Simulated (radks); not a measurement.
Results of a calculation; reference values are marked as such.
Cs33+, 22 electrons, occupied as [Ar] 3d4.

Code: a radial shooting solver on a logarithmic mesh with Libxc functionals. Model: scalar-relativistic Kohn-Sham, BP86, spin-unpolarised, spherical densities, finite nucleus; Fermi nuclear charge, rms radius 4.8041 fm.

Energy parts (eV):
total: -191135.18
kinetic: 202391.12
electron-nucleus: -426173.63
Hartree: 36442.79
exchange-correlation: -3795.45

Orbitals (lengths in bohr, moments of r in powers of bohr; <r^-3> diverges for s and p1/2; r(max) is where P^2 peaks):
orbital  occ.  eigenvalue (eV)  <r^-3>      <r^2>      <r>   r(max)
1s          2        -37376.36       -  0.0009249  0.02611  0.01678
2s          2        -7152.941       -    0.01463   0.1114  0.09463
2p          6        -6584.707    6661    0.01158  0.09751  0.07595
3s          2        -2501.514       -    0.09038   0.2818   0.2628
3p          6        -2320.144    1516    0.08784   0.2759   0.2548
3d          4        -2082.526   217.4    0.07073   0.2468   0.2057

The highest occupied level is 3d at -2082.5 eV. The electron density at the nucleus is 3.064e+05 e/bohr^3 (large components only). Summed over all electrons, <r^2> = 1.091 bohr^2, which gives a Langevin (diamagnetic) susceptibility term of -0.864 x 10^-6 cm^3/mol. For comparison, the ionisation energy in NIST's Atomic Spectra Database is 2137 eV (theoretical). In exact Kohn-Sham theory the highest level is minus the ionisation energy, but local and semilocal functionals leave it too shallow, through self-interaction and a potential that decays too fast; potentials with the right tail come closer.

Beside tabulated values, note that spin-unpolarised runs miss the spin-polarisation part of the exchange energy of open shells.
